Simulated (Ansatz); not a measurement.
BF, SMILES `[B]F` (excited triplet) (charge 0, multiplicity 3). This triplet is an excited state, 3.62 eV above the relaxed singlet at the level composite: frozen-core CCSD(T) with HF/cc-pV5Z and the correlation energy extrapolated as X^-3 from cc-pVQZ and cc-pV5Z, plus CCSDT(Q) minus CCSD(T) in cc-pVTZ // B3LYP-D3(BJ)/def2-TZVP (Ansatz, an electronic-structure program).

These are r2SCAN/cc-pVTZ // B3LYP-D3(BJ)/def2-TZVP (Ansatz) values and carry that method's errors.

Ansatz 0.2 input:
```yaml
crystal:
  periodic: [false, false, false]
  atoms:
    - { symbol: B, position_ang: [0.65735, -0.000004, -0.000002] }
    - { symbol: F, position_ang: [-0.65735, 0.000004, 0.000002] }
basis:
  gaussian: { orbitals: cc-pVTZ }
hamiltonian:
  xc: r2scan
magnetization:
  spin_polarized: true
  initial_magnetization: 2
```

Output:

```
Functional definition: r2SCAN
358 factors; their error is unknown
mean field evaluation 1: about -3387.7994 eV, gradient 1.8e1 eV
mean field evaluation 2: about -3385.4297 eV, gradient 3.4e1 eV
mean field evaluation 4: about -3388.7768 eV, gradient 5.7e-1 eV
mean field evaluation 8: about -3388.7653 eV, gradient 9.4e-2 eV
mean field evaluation 16: about -3388.6720 eV, gradient 4.1e0 eV
mean field -3388.76535250 eV, -124.5348297166 hartree, gradient 5.8e-5 eV, S^2 2.003947; 1 other end points of the search recorded, 0 dependent functions left out
reference -3388.76536384 eV, -124.5348301334 hartree; 8, 6 occupied and 52, 54 virtual orbitals, 358 factors
Total energy: -3388.76536384 eV, -124.5348301334 hartree
```
